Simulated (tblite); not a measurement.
Compound: C₂H₅OSi (doublet state).
Cartesian coordinates in Å at the GFN2-xTB level; atoms count from 1:
```xyz
9
C2H5OSi angstrom
C      1.933    0.045    0.239
C      1.024    0.795   -0.316
O     -0.252    0.785   -0.512
Si    -1.583   -0.107   -0.156
H      2.970    0.326    0.249
H      1.689   -0.906    0.715
H     -1.751   -0.173    1.294
H     -2.586    0.697   -0.835
H     -1.432   -1.455   -0.703
```

Structure optimised with GFN2-xTB, isolated species. This method treats the open shell by occupation alone, without spin polarisation.

Masses are those of the commonest isotopes; rigid-rotor values at the optimised geometry. The values belong to one conformer with, in the numbering `[CH2:1]=[C:2][O:3][SiH3:4]`, C1–C2–O3–Si4 4°.

(1) Give the principal moments of inertia and the rotational constants in cm⁻¹.

(2) Classify the top.

(3) What does the inertial defect say?

(4) Where do the levels up to J = 4 lie, in MHz?

Results:

(1) Ia = 22.26, Ib = 155.05, Ic = 171.52 u·Å²; 505379 MHz·u·Å²/I gives 22704, 3259 and 2946 MHz, that is A = 0.75733, B = 0.10872, C = 0.09828 cm⁻¹.

(2) A near-prolate asymmetric top: κ = (2 × 3259 − 22704 − 2946)/(22704 − 2946) = -0.97.

(3) Not planar: Δ = Ic − Ia − Ib = -5.79 u·Å². For a rigid frame Δ = −2 Σ m c², so Σ m c² = 2.90 u·Å² lies off the ab plane, practically all of it from hydrogen. The atom farthest from that plane is 1.23 Å away.

(4) Above 0(0,0):
J = 1: 1(0,1) 6206, 1(1,1) 25651, 1(1,0) 25964
J = 2: 2(0,2) 18614, 2(1,2) 37749, 2(1,1) 38688, 2(2,1) 97023, 2(2,0) 97026
J = 3: 3(0,3) 37216, 3(1,3) 55895, 3(1,2) 57773, 3(2,2) 115640, 3(2,1) 115659, 3(3,1) 213649, 3(3,0) 213649
J = 4: 4(0,4) 62002, 4(1,4) 80085, 4(1,3) 83214, 4(2,3) 140460, 4(2,2) 140517, 4(3,2) 238480, 4(3,1) 238480, 4(4,1) 375682, 4(4,0) 375682
The levels of one J sum to (2J + 1)J(J + 1)(A + B + C)/3.

For this open shell read J as N, the rotation without spin; fine and hyperfine splittings come on top. Its GFN2-xTB frequencies are all real (lowest 63 cm⁻¹). No vibrational averaging or centrifugal distortion is included, and the geometry carries the error of its method.

These are computed values.
